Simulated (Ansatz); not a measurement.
Ansatz (a program for electronic structure) input (B2PLYP/def2-TZVPD):

Ansatz 0.2 input:
```yaml
crystal:
  periodic: [false, false, false]
  atoms:
    - {symbol: Si, position_ang: [1.51178254, 0.19104950, 0.41969333]}
    - {symbol: O, position_ang: [0.08849401, -0.05251268, -0.35056873]}
    - {symbol: Si, position_ang: [-1.54278186, -0.17265439, -0.29688964]}
    - {symbol: H, position_ang: [1.51847801, 1.52325122, 1.06842913]}
    - {symbol: H, position_ang: [1.71591878, -0.85057785, 1.45356486]}
    - {symbol: H, position_ang: [2.59933578, 0.11960503, -0.57866039]}
    - {symbol: H, position_ang: [-2.03370860, -0.45525031, -1.66206985]}
    - {symbol: H, position_ang: [-2.13099843, 1.09688766, 0.19077181]}
    - {symbol: H, position_ang: [-1.94298718, -1.27134589, 0.61326259]}
basis:
  gaussian:
    orbitals: def2-TZVPD
hamiltonian:
  xc: {name: B2PLYP}
magnetization: {spin_polarized: false}
correlation: {electrons: outside_noble_gas}
```

End of the output:

```
integrals: 0.22 GiB planned
1225 factors; integrals over basis functions are off by at most 8.8e-4 eV
0.30 GiB of the device are held for the grids
0.98 GiB of device memory are held for the factors and their scratch space
mean field: 1.01 GiB planned
mean field evaluation 1: about -17887.6260 eV, gradient 4.6e1 eV
mean field evaluation 2: about -17887.7409 eV, gradient 4.6e1 eV
mean field evaluation 4: about -17891.1132 eV, gradient 3.1e0 eV
mean field evaluation 8: about -17891.1427 eV, gradient 7.3e-2 eV
mean field evaluation 16: about -17891.1427 eV, gradient 1.7e-5 eV
mean field -17891.14272811 eV, -657.4873682058 hartree, gradient 1.8e-6 eV, S^2 0.000000; 0 other end points of the search recorded, 0 dependent functions left out
11 core orbitals not correlated
reference -17891.14290407 eV, -657.4873746724 hartree; 10, 10 occupied and 159, 159 virtual orbitals, 1225 factors
second order -15.71199353 eV of doubles, -0.00000000 eV of singles
Total energy: -17895.38514232 eV, -657.6432740527 hartree
```
